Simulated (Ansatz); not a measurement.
Start from `[OH][Ge][N]([SiH3])[SiH3]` and change one atom or group to get `C[Si]N([SiH3])[SiH3]`.

Ansatz, PBE0-D4/def2-TZVP geometries, multiplicity 1. Each molecule was computed in one conformer, which needn't be the lowest.

Scalar relativity is left out up to krypton.

```csv
property,`[OH][Ge][N]([SiH3])[SiH3]`
HOMO–LUMO gap (PBE0/def2-TZVPP) / eV,5.89
size of the dipole moment (B3LYP/def2-TZVPP) / D,1.07
"ideal-gas entropy at 298 K and 1 bar (rigid rotor, harmonic PBE0-D4/def2-TZVP) / J/(mol·K)",397
HOMO–LUMO gap (B3LYP/def2-TZVPP) / eV,5.51
zero-point energy (PBE0-D4/def2-TZVP) / kJ/mol,184.6
LUMO energy (ωB97M-V/def2-TZVPP) / eV,0.18
```

Problem. What does the change do to each property? (An estimate is asked.)

Solution. The calculation gave: 
```csv
property,`C[Si]N([SiH3])[SiH3]`,shift
HOMO–LUMO gap (PBE0/def2-TZVPP) / eV,4.46,-1.43
size of the dipole moment (B3LYP/def2-TZVPP) / D,1.01,-0.06
"ideal-gas entropy at 298 K and 1 bar (rigid rotor, harmonic PBE0-D4/def2-TZVP) / J/(mol·K)",396,-1
HOMO–LUMO gap (B3LYP/def2-TZVPP) / eV,4.11,-1.40
zero-point energy (PBE0-D4/def2-TZVP) / kJ/mol,244.4,59.8
LUMO energy (ωB97M-V/def2-TZVPP) / eV,0.19,0.01
```

The zero-point energy changes by 59.8 kJ/mol with +6 modes. Dipoles are sizes alone; their direction can turn. Modes under 60 cm⁻¹, often nearly free rotors, make the harmonic entropy too high.

Positive LUMOs are unbound, so they and the gaps depend on the basis.

B3LYP here is the variant with VWN-RPA as its local correlation; programs differ in this.
